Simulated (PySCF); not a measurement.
**How methods differ on the ionisation energy of Al⁺**

Al⁺ [Ne] 3s2 (1S) → Al²⁺ [Ne] 3s1 (2S), as a difference of total energies. Computed with PySCF 2.14 in dyall-acv3z (19s12p6d4f, 113 functions), with the spin-free X2C one-electron Hamiltonian (Gaussian nucleus). Correlated levels: valence and next inner shell: 1s2 frozen; virtual orbitals above 40 to 60 times the deepest correlated orbital energy dropped. The calculations carry no spin-orbit coupling.

```
                                method  ionisation energy (eV)  error (eV)
                                   UHF                  17.551      -1.278
    MP2 (valence and next inner shell)                  18.564      -0.265
SCS-MP2 (valence and next inner shell)                  18.672      -0.157
   CCSD (valence and next inner shell)                  18.759      -0.070
CCSD(T) (valence and next inner shell)                  18.805      -0.024
```

Reference: 18.829 eV (measured; NIST Atomic Spectra Database, ionization energies).

Errors of the correlated levels include the incompleteness of this basis and the frozen core.
